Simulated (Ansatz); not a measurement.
A search over several starts for the lowest SCF solution of the cluster CdBr₂ at the given spin, in a small basis.

```yaml
crystal:
  periodic: [false, false, false]
  atoms:
    - {symbol: Cd, position_ang: [-0.000185, -0.001116, 0.000922]}
    - {symbol: Br, position_ang: [-0.254258, 1.565936, 1.833727]}
    - {symbol: Br, position_ang: [0.254444, -1.564821, -1.834649]}
basis:
  gaussian: {orbitals: def2-SVP}
magnetization: {spin_polarized: true, initial_magnetization: 0}
hamiltonian: {xc: pbe0, dispersion: d4}
output: {orbitals: {seedname: orbitals}}
```

```sh
$ ansatz run in.yaml --threads 4 --pin off --events-out ev --progress --plain --max-ram 3916MiB
```

Shortened log:

```
Functional definition: PBE0
934 factors; integrals over basis functions are off by at most 5.4e-4 eV
mean field evaluation 1: about -144624.8559 eV, gradient 1.6e1 eV
mean field evaluation 2: about -144623.6543 eV, gradient 2.3e1 eV
mean field evaluation 4: about -144626.3726 eV, gradient 2.1e-1 eV
mean field evaluation 8: about -144626.4399 eV, gradient 3.3e-3 eV
mean field -144626.43986287 eV, -5314.9236336387 hartree, gradient 7.0e-5 eV, S^2 0.000000; 0 other end points of the search recorded, 0 dependent functions left out
reference -144626.43988914 eV, -5314.9236346041 hartree; 45, 45 occupied and 50, 50 virtual orbitals, 934 factors
Total energy: -144626.51287140 eV, -5314.9263166526 hartree
```

Run time 1.6 s (4 threads of Arm Neoverse V2 on a shared host).

In the def2 sets Cd takes a core potential; there is no spin–orbit coupling. The structure comes from a short search, and lower isomers may exist.
